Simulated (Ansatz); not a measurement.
Z-matrix (Å, degrees):
```
C
C 1 1.496
H 1 1.097 2 112.1
H 1 1.090 2 111.3 3 -119.8
H 1 1.097 2 112.1 3 120.4
C 2 1.336 1 123.8 3 -60.1
H 2 1.083 1 118.6 3 119.9
N 6 1.386 2 125.7 1 0.0
H 6 1.087 2 119.8 1 -180.0
Al 8 1.784 6 128.3 2 -180.0
H 8 1.011 6 112.3 2 0.0
H 10 1.581 8 116.5 6 -180.0
H 10 1.580 8 117.4 6 -0.0
```

Total charge 0; spin multiplicity 1.

(1) List the ωB97M-V/def2-TZVPP orbital energies in eV (Ansatz 0.2.0). (Best estimate.)

Answers

(1) Ansatz gave: Occupied: -1531.90, -394.45, -282.05, -281.18, -280.83, -116.55, -76.21, -76.03, -76.02, -27.67, -23.94, -21.48, -18.21, -16.55, -15.18, -14.28, -14.06, -12.78, -12.23, -12.08, -11.95, -10.87, -8.03. Lowest empty: 0.55, 1.90, 2.62, 3.06, 3.14, 3.47, 4.15, 4.55.
